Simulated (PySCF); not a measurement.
**Mo²⁺: excitation energy**

Mo²⁺ [Kr] 4d4 (5D) → Mo²⁺ [Kr] 4d3 5p1 (high-spin determinant), as a difference of total energies. Calculation: PySCF 2.14, in x2c-QZVPPall; the spin-free X2C one-electron Hamiltonian (Gaussian nucleus). Correlated levels: valence: [Kr] frozen. The calculations carry no spin-orbit coupling.

```csv
method,excitation energy (eV)
UHF,9.197
MP2 (valence),9.457
SCS-MP2 (valence),9.284
CCSD (valence),9.414
CCSD(T) (valence),9.397
```

Problem. How much does correlation contribute at CCSD(T) (valence)?

Solution. 9.397 − (9.197) = 0.200 eV, measured against UHF.

A first-order spin-orbit estimate (lowest level to lowest level, LS coupling) adds -0.152 eV.

The basis was made for the ground configuration and has no added diffuse functions, so the excitation energy can come out too high.

The determinant of the upper state mixes LS terms, which raises its energy above the lowest term, most at the Hartree-Fock and MP2 levels.
